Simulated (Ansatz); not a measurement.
A structure relaxed at r2SCAN-D4/def2-SVP in Ansatz, charge 0, singlet:

```xyz
46

O    -2.255   -0.212   -0.378
C    -1.997   -0.330    0.832
O    -0.835   -0.327    1.372
C    -3.152   -0.495    1.804
C    -4.464   -0.555    1.314
C    -5.539   -0.705    2.192
C    -5.311   -0.792    3.571
C    -4.003   -0.731    4.066
C    -2.928   -0.585    3.186
H    -4.607   -0.480    0.232
H    -6.562   -0.753    1.805
H    -6.153   -0.909    4.260
H    -3.824   -0.799    5.144
H    -1.896   -0.537    3.542
C     5.792    0.477   -0.515
C     5.389    0.112    0.770
C     4.027   -0.028    1.061
C     3.084    0.197    0.054
S     1.331   -0.035    0.569
C     0.818   -1.161   -0.719
C     1.062   -2.527   -0.726
C     0.565   -3.261   -1.808
C    -0.154   -2.623   -2.829
C    -0.395   -1.249   -2.792
C     0.089   -0.493   -1.719
C    -0.043    0.939   -1.467
C    -0.695    1.914   -2.231
C    -0.703    3.239   -1.794
C    -0.071    3.612   -0.599
C     0.588    2.658    0.183
C     0.591    1.349   -0.280
C     3.478    0.564   -1.238
C     4.838    0.704   -1.516
H     6.856    0.588   -0.743
H     6.132   -0.064    1.553
H     3.697   -0.310    2.066
H     1.615   -3.011    0.083
H     0.733   -4.341   -1.849
H    -0.543   -3.214   -3.662
H    -0.981   -0.768   -3.579
H    -1.216    1.630   -3.149
H    -1.222    3.997   -2.386
H    -0.099    4.654   -0.267
H     1.074    2.930    1.123
H     2.730    0.739   -2.015
H     5.157    0.991   -2.522
```

Give its formula, name or SMILES.

S-phenyldibenzothiophenium benzoate (C₂₅H₁₈O₂S).

Summarise the bond lengths by kind (pairs closer than 1.2 times the sum of covalent radii, bridged metal pairs left out).

26 × C–C 1.39 to 1.52 Å; 3 × C–S 1.78 to 1.84 Å; 2 × C–O 1.24 to 1.28 Å; 18 × C–H 1.09 Å.

Single mean-field runs in def2-SVP are fitted with def2-universal-jkfit. In the singlet geometry the species has come apart into loosely held pieces.
